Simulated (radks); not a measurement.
Species: Cd+. Configuration: [Kr] 4d10 5s1. Method: scalar-relativistic Kohn-Sham, OLYP, spin-polarised, spherical densities, point nucleus; open shells are filled with parallel spins first (spin-orbit coupling, left out, can overturn this in heavy ions); computed with a radial shooting solver on a logarithmic mesh with Libxc functionals.

Normalised radial functions P(r) = r R(r), r in bohr:

r	4s up	4p up	5s down
0.001392	0.0658	0.0015	0.0191
0.002144	0.0949	0.0032	0.0275
0.003302	0.1338	0.0069	0.0388
0.005086	0.1823	0.0148	0.0529
0.007834	0.2345	0.0313	0.0680
0.01207	0.2731	0.0643	0.0792
0.01859	0.2622	0.1257	0.0760
0.02863	0.1496	0.2256	0.0432
0.0441	-0.0957	0.3502	-0.0280
0.06793	-0.3831	0.4175	-0.1112
0.1046	-0.4127	0.2581	-0.1186
0.1612	0.0876	-0.2163	0.0285
0.2483	0.6722	-0.6289	0.1937
0.3824	0.2761	-0.2560	0.0588
0.5891	-0.8961	0.7591	-0.2703
0.9074	-1.1867	1.1539	-0.1755
1.398	-0.5179	0.6345	0.3576
2.153	-0.0820	0.1480	0.6632
3.316	-0.0036	0.0121	0.5248
5.108	0.0000	0.0002	0.1918
7.868	0.0000	0.0000	0.0230

4s up: eigenvalue -114.86 eV, 3 radial nodes at r = 0.0381, 0.153, 0.426 bohr, <r> = 0.879 bohr, 90 % of the charge inside 1.28 bohr. 4p up: eigenvalue -75.938 eV, 2 radial nodes at r = 0.136, 0.430 bohr, <r> = 0.960 bohr, 90 % of the charge inside 1.42 bohr. 5s down (empty): eigenvalue -12.518 eV, 4 radial nodes at r = 0.0381, 0.152, 0.412, 1.06 bohr, <r> = 2.75 bohr, 90 % of the charge inside 4.11 bohr.
